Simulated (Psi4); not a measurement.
O₂Ti, quintet, geometry from GFN2-xTB of the parent state (such geometries of metal compounds can be far from the true shape) (another spin typed on purpose, not shown lowest); BLYP/cc-pVTZ in Psi4.

Here is a job for Psi4.
```
memory 2 GB

molecule {
0 5
  Ti    0.23899428    0.04573060    0.28655580
  O     0.69526851    0.11672313   -1.27662119
  O    -1.35250277   -0.24248227    0.48859274
}

set basis cc-pvtz
set reference uks

energy('blyp')
print_variables()
```

Question: Predict the main parts of the log of this Psi4 run.

Answer: 
```
   => Loading Basis Set <=

    Name: CC-PVTZ
    Role: ORBITAL
    Keyword: BASIS

         ---------------------------------------------------------
                                   SCF
               by Justin Turney, Rob Parrish, Andy Simmonett
                          and Daniel G. A. Smith
                              UKS Reference
         ---------------------------------------------------------

  ==> Geometry <==

    Molecular point group: cs
    Full point group: Cs

    Geometry (in Angstrom), charge = 0, multiplicity = 5:

       Center              X                  Y                   Z               Mass
    ------------   -----------------  -----------------  -----------------  -----------------
         TI          -0.231260770752     0.272361215914     0.000000000000    47.947941980000
         O           -0.692871824058    -1.290860985122     0.000000000000    15.994914619570
         O            1.386122040268     0.474403999333     0.000000000000    15.994914619570

  Running in cs symmetry.

  Rotational constants: A =      1.10211  B =      0.28338  C =      0.22542 [cm^-1]
  Rotational constants: A =  33040.36771  B =   8495.46478  C =   6757.85854 [MHz]
  Nuclear repulsion =  126.697290562485733

  Charge       = 0
  Multiplicity = 5
  Electrons    = 38
  Nalpha       = 21
  Nbeta        = 17

  ==> Algorithm <==

  SCF Algorithm Type is DF.
  DIIS enabled.
  MOM disabled.
  Fractional occupation disabled.
  Guess Type is SAD.
  Energy threshold   = 1.00e-06
  Density threshold  = 1.00e-06
  Integral threshold = 1.00e-12

  ==> Primary Basis <==

  Basis Set: CC-PVTZ
    Blend: CC-PVTZ
    Number of shells: 40
    Number of basis functions: 128
    Number of Cartesian functions: 154
    Spherical Harmonics?: true
    Max angular momentum: 4

  ==> DFT Potential <==

   => LibXC <=

    Version 7.1.2
    S. Lehtola, C. Steigemann, M. J. T. Oliveira, and M. A. L. Marques,  SoftwareX 7, 1–5 (2018) (10.1016/j.softx.2017.11.002)

   => Composite Functional: BLYP <=

    BLYP GGA Exchange-Correlation Functional

    P.J. Stephens et. al., J. Phys. Chem., 98, 11623-11627, 1994
    B. Miehlich et. al., Chem. Phys. Lett., 157(3), 200-206 1989

    Deriv               =              1
    GGA                 =           TRUE
    Meta                =          FALSE

    Exchange Hybrid     =          FALSE
    MP2 Hybrid          =          FALSE

   => Exchange Functionals <=

    1.0000     XC_GGA_X_B88

[...]
      Ntotal   =   37.9999328105 ; deviation = -6.719e-05

   @Spin Contamination Metric:   1.051999418E-02
   @S^2 Expected:                6.000000000E+00
   @S^2 Observed:                6.010519994E+00
   @S   Expected:                2.000000000E+00
   @S   Observed:                2.000000000E+00

    Orbital Energies [Eh]
    ---------------------

    Alpha Occupied:

[...]
    Alpha Virtual:

[...]
    Beta Occupied:

[...]
    Beta Virtual:

[...]
    Final Occupation by Irrep:
             Ap   App
    DOCC [    13,    4 ]
    SOCC [     3,    1 ]
    NA   [    16,    5 ]
    NB   [    13,    4 ]

  @DF-UKS Final Energy:  -999.82135024416152

   => Energetics <=

    Nuclear Repulsion Energy =            126.6972905624857333
    One-Electron Energy =               -1623.6188067708962990
    Two-Electron Energy =                 556.3708262813804595
    DFT Exchange-Correlation Energy =     -59.2706603171313304
    Empirical Dispersion Energy =           0.0000000000000000
    VV10 Nonlocal Energy =                  0.0000000000000000
    Total Energy =                       -999.8213502441615219

  UHF NO Occupations:
  HONO-2 :   15 Ap 1.0000000
  HONO-1 :    5App 1.0000000
  HONO-0 :   16 Ap 1.0000000
  LUNO+0 :   17 Ap 0.0022831
  LUNO+1 :   18 Ap 0.0021681
  LUNO+2 :   19 Ap 0.0001921
  LUNO+3 :   20 Ap 0.0001906

Computation Completed

Properties will be evaluated at   0.000000,   0.000000,   0.000000 [a0]

Properties computed using the SCF density matrix

 Multipole Moments:

 ------------------------------------------------------------------------------------
     Multipole            Electronic (a.u.)      Nuclear  (a.u.)        Total (a.u.)
 ------------------------------------------------------------------------------------

 L = 1.  Multiply by 2.5417464519 to convert [e a0] to [Debye]
 Dipole X            :         -1.0166461            0.8659949           -0.1506512
 Dipole Y            :          1.1972633           -1.0199025            0.1773609
 Dipole Z            :          0.0000000            0.0000000            0.0000000
 Magnitude           :                                                    0.2327073

 ------------------------------------------------------------------------------------

  Variable Map:
  ----------------------------------------------------------------------------
[...]
  Array Variable Map:
  ----------------------------------------------------------------------------
[...]
[...]
```
